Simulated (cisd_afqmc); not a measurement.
Input (AFQMC/CISD/cc-pV(T+d)Z; cisd_afqmc is a phaseless AFQMC code with CISD trial states that reads the integrals written by Ansatz): A basis named .json is the Basis Set Exchange file of that set.

Ansatz 0.2 input:
```python
import cisd_afqmc

open("ham.yaml", "w").write("""\
crystal:
  periodic: [false, false, false]
  atoms:
    - {symbol: Si, position_ang: [0.02661671, -0.02114108, 0.50073331]}
    - {symbol: Cl, position_ang: [-1.26775477, -1.44912062, -0.17050669]}
    - {symbol: Cl, position_ang: [-0.63846162, 1.82325611, -0.06579651]}
    - {symbol: Cl, position_ang: [1.87816595, -0.35185562, -0.29140275]}
    - {symbol: H, position_ang: [0.10422376, -0.08278270, 1.96073475]}
basis:
  gaussian:
    orbitals: cc-pV_T+d_Z.json
magnetization: {spin_polarized: false}
correlation: {method: ccsd, electrons: outside_noble_gas, hamiltonian_folder: ham}
""")
rep = cisd_afqmc.ansatz("ham.yaml")
e_ccsd = rep["correlation"]["coupled_cluster"]["energy"]["hartree"]
out = cisd_afqmc.run("ham", e_ccsd, trial="CISD", walkers=2000, populations=1, threads=12, dt=0.005, steps=40, early=24, settle=10, least=100,
    cut=5e-5, rank_cut=2e-4, target=0.0004, seconds=1500, seed=4, memory=62639, gpu=True)
```

Output:

```
orbitals 150, occupied [13], factors 925 of 1033, rank of the doubles 574 of 1781
E(HF) = -1668.257850
E(CCSD) on the cut factors = -1668.990584, shift to the whole factors -0.000009
Energy of the trial state on the determinant = -1668.990534
  tau behind 7.2 of longer steps, mean of the populations' last blocks
   2.0  -1669.02588
   4.0  -1669.02507
   6.0  -1669.02699
   8.0  -1669.02500
  10.0  -1669.02400
  12.0  -1669.02474
  14.0  -1669.02741
  16.0  -1669.02494
  18.0  -1669.02431
  20.0  -1669.02549
  22.0  -1669.02410
blocks 104 (0 outliers left out), error by blocks joined: 1: 0.00020, 2: 0.00026, 4: 0.00031, 8: 0.00038
E(AFQMC/CISD) = -1669.02517 +/- 0.00038
```

The error still grows at the longest joins of blocks, or few joins were possible, so the printed bar may be too narrow.
